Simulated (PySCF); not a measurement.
**A thermochemical cycle for SbO**

CCSD(T) in PySCF with def2-TZVPPD on every atom (core potentials on Sb), for the lowest determinant that a PBE0 search found; no spin–orbit coupling. SbO, a doublet (π ↑), has De = 3.93 eV to neutral atoms, and SbO⁺, a singlet (closed shell), has De = 5.19 eV to Sb⁺ + O.

At the same level the Sb atom ionises at 9.06 eV.

Question: What is the adiabatic ionisation energy of the molecule, and does ionisation strengthen or weaken the bond?

Answer: IE = IE(Sb) + De(neutral) − De(ion) = 9.06 + 3.93 − 5.19 = 7.80 eV. De changes by +1.26 eV, so ionisation strengthens the bond.

Correlated steps freeze 5 core orbitals. Spin–orbit coupling is left out, which matters for elements this heavy, above all for dissociation energies. For an ion De counts to the pair picked by the measured ionisation energies or electron affinities, which need not be the lowest pair at this level. Where the molecule has an RHF reference, its open-shell atoms are computed with UHF. The CCSD T1 diagnostic is raised in SbO⁺, a sign that a single reference may not be enough there. States were picked by a PBE0 search and need not be the measured ground states.
